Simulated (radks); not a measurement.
Task: Species: Br4+. Configuration: [Ar] 3d10 4s2 4p1. Calculated with a radial shooting solver on a logarithmic mesh with Libxc functionals: scalar-relativistic Kohn-Sham, r2SCAN, spin-polarised, spherical densities, finite nucleus; open shells are filled with parallel spins first; meta-GGA in the generalised Kohn-Sham scheme; Fermi nuclear charge, rms radius 4.1629 fm. Some entries of the table are withheld. Estimate them.

| orbital | occ. | eigenvalue (eV) | <r^2> (bohr^2) |
|---|---|---|---|
| 1s up | 1 | -13408.48 | 0.002462 |
| 1s down | 1 | -13408.33 | 0.002462 |
| 2s up | 1 | -1801.915 | 0.04228 |
| 2s down | 1 | -1801.890 | 0.04228 |
| 2p up | 3 | -1593.703 | 0.03349 |
| 2p down | 3 | -1593.596 | 0.03349 |
| 3s up | 1 | -298.4415 | 0.3474 |
| 3s down | 1 | -298.3206 | 0.3474 |
| 3p up | 3 | (1) | (2) |
| 3p down | 3 | (3) | (4) |
| 3d up | 5 | -122.0363 | 0.4233 |
| 3d down | 5 | -121.8245 | 0.4204 |
| 4s up | 1 | -68.7878 | 2.581 |
| 4s down | 1 | -66.7414 | 2.560 |
| 4p up | 1 | -53.1926 | 3.210 |
| 4p down | 0 | -51.0051 | 3.158 |

Result: 
(1) 3p up eigenvalue (eV): -231.8278
(2) 3p up <r^2> (bohr^2): 0.3701
(3) 3p down eigenvalue (eV): -231.6796
(4) 3p down <r^2> (bohr^2): 0.3699
